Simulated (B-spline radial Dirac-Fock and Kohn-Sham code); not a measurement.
# Two-hole binding energies of La¹⁹⁺

System: the La¹⁹⁺ ion in the configuration 1s2 2s2 2p6 3s2 3p6 3d10 4s2 4p6 4d2.

The run's input, task.json:

```json
{"items": [{
  "Z": 57,
  "q": 19,
  "cfg": [[1, 0, 2], [2, 0, 2], [2, 1, 6], [3, 0, 2], [3, 1, 6], [3, 2, 10], [4, 0, 2], [4, 1, 6], [4, 2, 2]],
  "A": 139,
  "rrms": 4.855,
  "do": ["binding", "quiet", "double"]
}]}
```

Launch: `python xray_run.py task.json out`

Method: Dirac-Fock energy differences between relaxed states, corrected for Breit and QED terms. Computed with a B-spline atomic structure program. U is the two-hole binding energy less the two single-hole energies, the effective repulsion of the holes after relaxation. Each two-hole energy is an average over J within one jj subconfiguration.

| holes | E(a) (eV) | E(b) (eV) | E(ab) (eV) | U (eV) |
| --- | --- | --- | --- | --- |
| 1s⁻¹ 2p1/2⁻¹ | 39441.4 | 6407.5 | 46150.9 | 302.0 |
| 1s⁻¹ 3p1/2⁻¹ | 39441.4 | 1700.9 | 41250.0 | 107.7 |
| 1s⁻¹ 3p3/2⁻¹ | 39441.4 | 1618.3 | 41160.8 | 101.1 |
| 2s⁻² | 6786.5 | 6786.5 | 13755.8 | 182.7 |
| 2p1/2⁻² | 6407.5 | 6407.5 | 13038.1 | 223.0 |
| 2p3/2⁻² | 5999.1 | 5999.1 | 12196.9 | 198.8 |
| 2s⁻¹ 3p3/2⁻¹ | 6786.5 | 1618.3 | 8493.7 | 88.9 |
| 2s⁻¹ 3d3/2⁻¹ | 6786.5 | 1343.6 | ? | ? |
| 2s⁻¹ 3d5/2⁻¹ | 6786.5 | 1326.4 | 8207.7 | 94.8 |
| 2p1/2⁻¹ 3p3/2⁻¹ | 6407.5 | 1618.3 | 8117.6 | 91.7 |
| 2p1/2⁻¹ 3d5/2⁻¹ | 6407.5 | 1326.4 | 7830.7 | 96.8 |
| 2p3/2⁻¹ 3d3/2⁻¹ | 5999.1 | 1343.6 | 7440.3 | 97.7 |
| 2p3/2⁻¹ 3d5/2⁻¹ | 5999.1 | 1326.4 | 7419.7 | 94.2 |
| 3p1/2⁻² | 1700.9 | 1700.9 | 3478.2 | 76.4 |

Q: Give the missing two-hole energy and U.

A: E(ab) = 8226.2 eV and U = 96.1 eV.
